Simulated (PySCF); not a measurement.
Ions at one geometry of [Hg(H2O)]2+

PySCF 2.14.0, RKS PBE0, Hg def2-SVP with ECP60, O def2-SVP, H def2-SVP; non-relativistic Hamiltonian with scalar-relativistic core potentials where named; density fitting; no spin-orbit coupling; singlets restricted, open shells unrestricted. The geometry is relaxed for charge +2, singlet, vacuum:

```xyz
4

Hg    0.0000    0.0024   -0.1655
O     0.0000    0.0088    1.9330
H     0.8078   -0.2360    2.4453
H    -0.8078   -0.2360    2.4453
```

Energies count from the relaxed state; an electron taken off or put on is at rest in vacuum. Charges and spins are Mulliken's.

```json
{"state": "charge +2, singlet, vacuum", "energy (eV)": "0.00", "spin squared": "0.00", "charge on Hg1 (e)": "1.57", "spin on Hg1 (e)": "0.00", "dipole about the centre of mass (D)": "4.48"}
{"state": "charge +3, doublet, vacuum", "energy (eV)": "26.22", "spin squared": "0.75", "charge on Hg1 (e)": "1.91", "spin on Hg1 (e)": "0.04", "dipole about the centre of mass (D)": "11.07"}
```

Q: What does the state charge +1, doublet, vacuum give?

A: energy (eV) -15.75, spin squared 0.75, charge on Hg1 (e) 0.74, spin on Hg1 (e) 0.88, dipole about the centre of mass (D) 4.67.

With an electron taken off (doublet) the charges change, summed by element, by Hg +0.33 e, O +0.50 e, H +0.17 e. The vertical ionisation energy is 26.22 eV, against −ε(HOMO) = 23.29 eV of the relaxed state. The level lies 2.9 eV too high, as is usual for semilocal functionals and global hybrids, which keep a self-interaction error.

With an electron put on (doublet) the charges change, summed by element, by Hg -0.83 e, O -0.04 e, H -0.13 e. The vertical electron affinity is 15.75 eV, against −ε(LUMO) = 18.38 eV of the relaxed state.

Open shells may have lower solutions than those found.
